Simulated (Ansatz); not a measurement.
Species: sum formula H$_{4}$BSiO$_{3}$ (charge 0, doublet). It need not be the lowest isomer of its formula. SMILES: OB(O)O[SiH2]
Geometry from a B3LYP-D3(BJ)/def2-TZVP (Ansatz, a quantum-chemistry and plane-wave program) optimisation:
```
O
B 1 1.3696
O 2 1.3669 1 119.52
H 3 0.9622 2 113.01 1 -179.92
O 2 1.3692 3 119.78 4 0.16
H 5 0.9620 2 112.74 3 179.89
Si 1 1.6585 2 132.66 3 1.65
H 7 1.4865 1 105.88 2 175.15
H 7 1.4885 8 110.48 1 119.31
```
Charge 0, spin multiplicity 2.

Computed values are from Ansatz. Correlated levels leave the core frozen unless marked. UHF or UKS for open shells. No spin-orbit coupling. Non-relativistic. CBS marks a two-point X^-3 extrapolation of the correlation energy; Hartree-Fock from the larger set.

The atomisation energy De is 3631.2 kJ/mol at CCSD(T)/CBS(cc-pV(T+d)Z,cc-pV(Q+d)Z) and the total energy is -541.9361 Eh at CCSD(T)/CBS(cc-pV(T+d)Z,cc-pV(Q+d)Z). The dipole moment is 0.84 D at CCSD(T)/aug-cc-pV(D+d)Z and the T1 diagnostic is 0.013 at CCSD/cc-pV(Q+d)Z.
